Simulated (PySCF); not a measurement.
Computed shifts of a molecule C8H10, PBE0/pcSseg-1 in PySCF, GIAO, gas phase, equivalent atoms averaged, in ppm (number of nuclei): ¹³C: 141.6 (2), 136.3 (4), 24.8 (2). ¹H: 7.49 (4), 2.62 (6). References: ¹³C against TMS (σ = 186.3 ppm); ¹H against TMS (σ = 31.56 ppm), references at their B3LYP-D3(BJ)/def2-TZVP geometries, non-relativistic. The structure is a stationary point at PBE0-D3(BJ)/def2-SVP. The values are those of a single conformer.

### Question
Pick the molecule that these values belong to.
(A) Cc1ccc(C)cc1
(B) C=C=CC(=C)C(=C)C
(C) C=C[C@H]1C=CC=CC1
(D) C1=CCC(C2CC2)=C1

### Answer
A, Cc1ccc(C)cc1
